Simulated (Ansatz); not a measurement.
Coupled-cluster diagnostics for SbH2Et (C2H7Sb), Ansatz.

Geometry of the singlet (PBE0-D4/def2-SVP):

```xyz
10

Sb    0.0845   -0.3736   -1.8800
H     1.4540    0.4953   -2.4482
H     1.0779   -1.6851   -1.3803
C     0.1194    0.5717    0.0961
C    -0.7450   -0.1642    1.1054
H    -0.2338    1.6043   -0.0530
H     1.1674    0.6282    0.4233
H    -0.7432    0.3488    2.0815
H    -1.7947   -0.2338    0.7773
H    -0.3864   -1.1916    1.2779
```

In the def2 sets Sb takes a core potential; there is no spin–orbit coupling. Correlated methods freeze 6 core orbitals; core or outer-core shells of Sb are correlated, in sets that lack core-valence functions.

Estimate the CCSD(T) correlation energy, the shares of MP2 and (T), T1 and the reference's ⟨S²⟩ for: charge 0, singlet, own geometry in def2-TZVPP; and the rough time on 2 threads of Arm Neoverse V1 on a shared host.


```csv
state,basis,correlation (eV),MP2 share (%),(T) share (%),T1,⟨S²⟩ (pure),wall time
"charge 0, singlet, own geometry",def2-TZVPP,-21.078,93.1,3.3,0.012,0.00 (0.00),2.6 min
```
Customary marks for T1 are 0.02 (closed shells), 0.045 (open shells) and about 0.05 (3d metals). T1 stays under 0.02 throughout.
